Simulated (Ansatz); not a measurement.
CH7OPSi, singlet, geometry from GFN2-xTB; SC-NEVPT2/STO-3G, CASSCF(4,4) in Ansatz (a first-principles code).

Here is a job for Ansatz.
Ansatz 0.2 input:
```yaml
crystal:
  periodic: [false, false, false]
  atoms:
    - {symbol: Si, position_ang: [0.20755373, 0.92180372, -0.17501257]}
    - {symbol: P, position_ang: [1.42806732, -0.83459341, 0.52071209]}
    - {symbol: O, position_ang: [-1.25271261, 0.39740156, -0.64099964]}
    - {symbol: C, position_ang: [-2.08362302, -0.53678802, -0.01984250]}
    - {symbol: H, position_ang: [0.61769159, 1.57690767, -1.40823580]}
    - {symbol: H, position_ang: [0.13843427, 1.83684952, 0.97134537]}
    - {symbol: H, position_ang: [2.60536074, -0.12624400, 0.65406859]}
    - {symbol: H, position_ang: [1.76359003, -1.28070863, -0.74550106]}
    - {symbol: H, position_ang: [-2.65376425, -0.06243465, 0.78260907]}
    - {symbol: H, position_ang: [-2.77392176, -0.92753441, -0.76864056]}
    - {symbol: H, position_ang: [-1.50071349, -1.36167082, 0.40090114]}
basis:
  gaussian:
    orbitals: STO-3G
magnetization: {spin_polarized: false}
correlation: {method: sc_nevpt2, electrons: all, active_space: {window: {electrons: 4, orbitals: 4}}}
```

Question: Predict the main parts of the log of this Ansatz run.

Answer: 
```
Functional definition: HF
434 factors; integrals over basis functions are off by at most 4.5e-5 eV
mean field evaluation 1: about -20076.2028 eV, gradient 2.1e1 eV
mean field evaluation 2: about -20076.3509 eV, gradient 2.1e1 eV
mean field evaluation 4: about -20077.9583 eV, gradient 1.3e0 eV
mean field evaluation 8: about -20077.9657 eV, gradient 2.8e-2 eV
mean field -20077.96569514 eV, -737.8516299625 hartree, gradient 1.1e-6 eV, S^2 0.000000; 0 other end points of the search recorded, 0 dependent functions left out
reference -20077.96569514 eV, -737.8516299625 hartree; 25, 25 occupied and 10, 10 virtual orbitals, 434 factors
state -20078.80414036 eV, -737.8824422560 hartree
state -20078.80414036 eV, -737.8824422560 hartree; corrected -20082.62133163 eV, -738.0227214478 hartree
state -20078.80220285 eV, -737.8823710539 hartree
state -20078.80220285 eV, -737.8823710539 hartree; corrected -20082.57309261 eV, -738.0209486964 hartree
state -20078.80414036 eV, -737.8824422560 hartree; corrected -20082.62133163 eV, -738.0227214478 hartree
the orbitals are reached from a further start. From the first start the search ends at -20078.80218854 eV, -737.8823705278 hartree
Total energy: -20082.62133163 eV, -738.0227214478 hartree
```
